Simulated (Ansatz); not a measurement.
Program: Ansatz 0.2.0.

`C=C[O][SnH3]` at its PBE0-D4/def2-TZVP geometry, where that method's forces vanish. The species carries charge 0 and has multiplicity 1. Sn takes the def2 core potential.

```csv
atom,x (Å),y (Å),z (Å)
C1,0.149,0.000,-1.629
C2,-0.184,-1.032,-0.856
O3,-0.313,-1.062,0.474
Sn4,-0.008,0.548,1.604
H5,0.214,-0.131,-2.701
H6,0.365,0.989,-1.236
H7,-0.391,-2.005,-1.302
H8,-1.129,1.736,1.124
H9,-0.310,-0.087,3.149
H10,1.605,1.043,1.374
```

(1) For each bond, give half the difference of the two atoms' forces along it (eV/Å; positive pushes the atoms apart) under PBE-D4, r2SCAN-D4, B3LYP-D4, ωB97M-V in def2-TZVPP. (Estimate.)

## Answers

(1) The calculation gave: 
```
   bond  length (Å)  PBE-D4  r2SCAN-D4  B3LYP-D4  ωB97M-V
  C1–C2       1.332    0.25       0.13      0.07    -0.06
  C1–H5       1.081    0.00      -0.07     -0.09    -0.04
  C1–H6       1.086    0.01      -0.08     -0.09    -0.05
  C2–O3       1.336    0.24       0.19      0.23     0.34
  C2–H7       1.090    0.01      -0.09     -0.19    -0.17
 O3–Sn4       1.991    0.32       0.09      0.17    -0.06
 Sn4–H8       1.702    0.03      -0.03      0.00    -0.07
 Sn4–H9       1.697    0.07      -0.01     -0.02    -0.08
Sn4–H10       1.702    0.03      -0.03      0.00    -0.07
```

B3LYP here is the variant with VWN-RPA as its local correlation; programs differ in this.
